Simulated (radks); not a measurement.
Results of a calculation; reference values are marked as such.
Initial-state core-level shifts of the barium ion Ba+ when its valence configuration changes from [Xe] 6s1. Code: a radial shooting solver on a logarithmic mesh with Libxc functionals. Model: scalar-relativistic Kohn-Sham, LDA (Slater exchange, Perdew-Wang correlation), spin-polarised, spherical densities, finite nucleus; open shells are filled with parallel spins first (spin-orbit coupling, left out, can overturn this in heavy ions); Fermi nuclear charge, rms radius 4.8378 fm. Shifts are changes of the shell-averaged eigenvalues in eV (positive: less bound); the change of the density at the nucleus, which sets a Mossbauer isomer shift, is in e/bohr^3, on a base of 3.33e+05.

valence          3d      4s      4p      5s  density at nucleus
6p1          -1.111  -1.106  -1.105  -1.069              -17.08
5d1          +1.884  +1.860  +1.860  +1.783              -19.31
4f1          +3.766  +3.666  +3.593  +1.967              -25.55
4f0.5 6s0.5  +3.006  +2.924  +2.872  +1.719              -15.11
6s0.5 6p0.5  -0.558  -0.556  -0.555  -0.538               -8.55
